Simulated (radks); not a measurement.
Q: Se7+, 27 electrons, occupied as [Ar] 3d9. All-electron calculation, scalar-relativistic Kohn-Sham, BLYP, spin-polarised, spherical densities, finite nucleus; open shells are filled with parallel spins first; Fermi nuclear charge, rms radius 4.14 fm. Program: a radial shooting solver on a logarithmic mesh with Libxc functionals. Some entries of the table are withheld. Estimate them.

orbital,occ.,eigenvalue (eV),r(max) (bohr),<r> (bohr)
1s up,1,-12634.69,0.02880,0.04408
1s down,1,-12634.68,0.02880,0.04408
2s up,1,-1733.469,0.1645,0.1959
2s down,1,-1732.459,0.1644,0.1959
2p up,3,-1540.230,0.1317,0.1711
2p down,3,-1539.471,0.1316,0.1710
3s up,1,-333.8421,0.4995,(1)
3s down,1,-332.2412,0.4997,(2)
3p up,3,-273.0443,0.4963,0.5779
3p down,3,-271.4590,0.4967,0.5788
3d up,5,-172.5109,0.4432,0.5917
3d down,4,-170.8738,0.4441,0.5937

A: 
(1) 3s up <r> (bohr): 0.5668
(2) 3s down <r> (bohr): 0.5673
